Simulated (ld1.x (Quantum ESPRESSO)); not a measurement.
# Varying the TM potential for carbon (C)

Base potential:

C (Z = 6), norm-conserving Troullier–Martins (Kleinman–Bylander form), made with ld1.x (Quantum ESPRESSO) 7.5 (PW91, scalar-relativistic). Core [He], reference 2s2 2p2. Waves: 2s (bound): rc 1.15 bohr; 2p (bound): rc 2.10 bohr. Local part: all-electron potential smoothed inside 1.10 bohr (lloc = -2). Core correction: none.

Cutoffs, loose and tight: the cutoffs (Ry, on a coarse ladder) from which the occupation-weighted sum of valence levels, in a spherical-Bessel basis at the reference potential, stays within 10 and 1 mRy of its value at 400 Ry. They do not see the model core or the augmentation charge, which bear on the density cutoff. Test errors are all-electron minus pseudo excitation energies from the reference, over the configurations 2s2 2p1; 2s2 2p0; 2s1 2p0; 2s1 2p3; 2s2 2p1.5; 2s0 2p4; 2s1 2p2. A dash means not determined; rows that change the core or the reference have their own tests.

Cutoffs are not given where the Bessel-basis levels miss the radial ones by over 6 mRy, ghosts where they miss by over 20 mRy; a channel whose overlap is not positive is not tested.

| change | outcome | cutoff, loose | cutoff, tight | bound ghosts | largest test error (meV) |
| --- | --- | --- | --- | --- | --- |
| base | generated | 35 Ry | 90 Ry | none | +709 |
| functional LDA (PZ) | generated | 35 Ry | 90 Ry | none | +781 |
| local potential all-electron potential smoothed inside 1.24 bohr (lloc = -2) | generated | 35 Ry | 90 Ry | none | +704 |
| core none, valence charge 6; reference 1s2 2s2 2p2; waves now 1s (bound): rc 0.30 bohr; 2p (bound): rc 2.65 bohr; local potential all-electron potential smoothed inside 0.60 bohr (lloc = -1) | generated | – | – | not determined | +1669 |
| core correction a·sin(br)/r model core inside 0.90 bohr | generated | 35 Ry | 90 Ry | none | +665 |
| local potential the p channel | generated | 35 Ry | 90 Ry | none | +666 |
| non-relativistic | generated | 35 Ry | 90 Ry | none | +709 |
| wave 2p (bound): rc 2.10 bohr becomes 2p (bound): rc 3.20 bohr | generated | 35 Ry | 90 Ry | none | +2573 |
| type ultrasoft; waves now 2s (bound): rcut 1.00, rcutus 1.15 bohr; 2s channel at 0.15 Ry: rcut 1.00, rcutus 1.15 bohr; 2p (bound): rcut 1.85, rcutus 2.10 bohr; 2p channel at 0.35 Ry: rcut 1.85, rcutus 2.10 bohr; local potential all-electron potential smoothed inside 1.80 bohr (lloc = -1); augmentation built from norm-conserving waves at rcut, not smoothed further | generated | 18 Ry | 30 Ry | none | +496 |
| all radii scaled by about 1.14 (s 1.32, p 2.40 bohr); local potential all-electron potential smoothed inside 1.26 bohr (lloc = -2) | generated | 30 Ry | 70 Ry | none | +1108 |

What comes out with this change to the base: all radii scaled by about 1.10 (s 1.26, p 2.30 bohr); local potential all-electron potential smoothed inside 1.20 bohr (lloc = -2)?

outcome: generated; cutoff, loose: 35 Ry; cutoff, tight: 80 Ry; bound ghosts: none; largest test error (meV): +951.

What comes out with this change to the base: wave 2s (bound): rc 1.15 bohr becomes 2s (bound): rc 1.56 bohr?

outcome: generated; cutoff, loose: 30 Ry; cutoff, tight: 55 Ry; bound ghosts: none; largest test error (meV): +714.
